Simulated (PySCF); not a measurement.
Löwdin shares of the frontier orbitals

Species: 2,4-dimethyl-1,4-pentadiene, C7H12.
Z-matrix (Å and degrees, GFN2-xTB geometry), rows numbered from 1:
```
C 
C   1  1.3228
C   2  1.4973  1  122.73
C   2  1.5079  1  122.33  3   179.37
C   4  1.5080  2  111.02  1  -111.98
C   5  1.3228  4  122.34  2  -111.93
C   5  1.4971  4  114.93  2    67.38
H   1  1.0773  2  122.13  3   179.99
H   1  1.0775  2  121.84  3     0.34
H   3  1.0868  2  111.22  1     3.68
H   3  1.0894  2  110.12  1   124.73
H   3  1.0898  2  110.03  1  -116.88
H   4  1.0923  2  109.13  1   127.35
H   4  1.0924  2  109.41  1     8.67
H   6  1.0776  5  121.87  4   179.58
H   6  1.0774  5  122.12  4    -0.69
H   7  1.0897  5  110.12  4    63.78
H   7  1.0866  5  111.21  4  -175.59
H   7  1.0892  5  110.02  4   -54.62
```

The calculation used TDDFT B3LYP/def2-SVPD, vertical, gas phase, core orbitals frozen in the response (PySCF).

Frontier orbitals with the atoms that hold most of them (Löwdin shares over 4%, at most four atoms; ? is withheld):

| orbital | ε (eV) | atoms |
| --- | --- | --- |
| LUMO+2 | 0.64 | C2 16%, C5 16%, C1 14%, C6 14% |
| LUMO+1 | 0.41 | C3 11%, C7 11%, C6 10%, C1 10% |
| LUMO | -0.23 | ? |
| HOMO | ? | C6 18%, C1 18%, C5 16%, C2 16% |
| HOMO-1 | -7.05 | ? |
| HOMO-2 | -9.33 | C4 19%, C2 12%, C5 12%, C1 9% |
| HOMO-3 | -9.52 | C4 13%, C7 12%, C3 12%, C5 11% |

(1) Which atoms hold the LUMO, and with what shares?

(2) Give the leading atoms of the HOMO-1.

(3) What is the HOMO energy, and the HOMO–LUMO gap?

Results:

(1) C2 (bonded to 3 C) 16%; C5 (bonded to 3 C) 16%; C6 (bonded to C and 2 H) 15%; C1 (bonded to C and 2 H) 15%.

(2) C1 (bonded to C and 2 H) 20%; C6 (bonded to C and 2 H) 20%; C2 (bonded to 3 C) 19%; C5 (bonded to 3 C) 19%.

(3) ε(HOMO) = -6.94 eV; the gap is 6.70 eV (0.2463 hartree).

Task: The HOMO–LUMO gap is 6.70 eV. Where does the response calculation put the lowest singlet, and from which orbitals?

Result: S1 is at 6.10 eV (f = 0.0000), 0.60 eV below the gap, made of HOMO→LUMO (87%), HOMO-1→LUMO+2 (10%). 

Task: One configuration dominates each of S1, S2, S3 and S4. Which, and how do the shares of the two leading atoms of either orbital change from the occupied to the empty one?

Result: 
- S1 (6.10 eV, f 0.0000), HOMO→LUMO (87%): C6 18% → 15%, C1 18% → 15%, C2 16% → 16%, C5 16% → 16%
- S2 (6.18 eV, f 0.116), HOMO-1→LUMO (81%): C1 20% → 15%, C6 20% → 15%, C2 19% → 16%, C5 19% → 16%
- S3 (6.50 eV, f 0.0009), HOMO→LUMO+1 (97%): C6 18% → 10%, C1 18% → 10%, C3 at most 17% → 11%, C7 at most 17% → 11%
- S4 (6.61 eV, f 0.0063), HOMO-1→LUMO+1 (95%): C1 20% → 10%, C6 20% → 10%, C3 at most 19% → 11%, C7 at most 19% → 11%

Löwdin shares depend on the basis, the more so with diffuse functions.

One conformer stands for the species.
